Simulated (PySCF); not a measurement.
Excitation energy of V²⁺ by level of theory

V²⁺ [Ar] 3d3 (4F) → V²⁺ [Ar] 3d2 4s1 (4F), as a difference of total energies. All numbers are calculated (PySCF 2.14, the spin-free X2C one-electron Hamiltonian (Gaussian nucleus), in x2c-QZVPPall with one added diffuse shell each of s, p, d, f, g type (12s8p6d4f3g, 121 functions)). Correlated levels: valence: [Ar] frozen; valence and next inner shell: [Ne] frozen. The calculations carry no spin-orbit coupling.

| method | excitation energy (eV) |
| --- | --- |
| UHF | 5.070 |
| LDA | 5.596 |
| PBE | 5.539 |
| PBE0 | 5.600 |
| r2SCAN | 5.790 |
| BLYP | 5.390 |
| B2PLYP | 5.407 |
| LC-wPBE | 5.901 |
| MP2 (valence) | 5.289 |
| SCS-MP2 (valence) | 5.143 |
| MP2 (valence and next inner shell) | 5.390 |
| SCS-MP2 (valence and next inner shell) | 5.277 |

How much does correlation contribute at MP2 (valence and next inner shell)?

5.390 − (5.070) = 0.320 eV, measured against UHF.

A first-order spin-orbit estimate (lowest level to lowest level, LS coupling) adds -0.007 eV.
